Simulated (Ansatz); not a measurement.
CH₈B₂Si. Charge 0, multiplicity 1. The bonds changed during the relaxation, so this is another structure than the one it started from.

Cartesian coordinates in Å:
```
B 0.3510 -0.7842 -1.2699
B 0.2414 0.6245 -0.6595
C 0.0921 1.9249 0.1149
Si -0.3131 -1.3358 0.6671
H 1.4333 -1.3115 -1.3058
H -0.5417 -1.2066 -1.9577
H -0.8970 1.9884 0.5810
H 0.8297 1.9483 0.9260
H 0.2438 2.8037 -0.5159
H 0.5861 -0.9650 1.7989
H -0.3456 -2.8195 0.5832
H -1.6802 -0.8671 1.0377
```

Task: List the harmonic frequencies (cm⁻¹, unscaled) at PBE0-D4/def2-TZVP in Ansatz. (Estimate.)

Result: Ansatz gave: 36, 116, 127, 195, 321, 382, 437, 479, 492, 704, 725, 793, 863, 875, 890, 943, 948, 1045, 1273, 1408, 1425, 1436, 2192, 2195, 2222, 2527, 2598, 3036, 3106, 3131.

Task: Is this a minimum?

Result: Yes, all 30 modes are real.

Task: Give the ideal-gas thermochemistry at 298.15 K and 1 bar (rigid rotor, harmonic oscillator; point group C1, symmetry number 1).

Result: Zero-point energy 220.8 kJ/mol; H(298) − E = 243.7 kJ/mol; entropy 352.9 J/(mol·K), of which translation 161.8, rotation 107.3, vibration 83.8; G(298) − E = 138.4 kJ/mol. Modes under 100 cm⁻¹ are hindered rotations or soft bends, so the harmonic entropy is rough.

Task: And at 400, 500, 600, 800 and 1000 K?

Result: 
```tsv
T (K)	H − E (kJ/mol)	S (J/mol/K)	G − E (kJ/mol)
400	257.0	391.2	100.5
500	272.2	425.1	59.7
600	289.2	455.9	15.6
800	327.2	510.5	-81.2
1000	369.5	557.6	-188.1
```
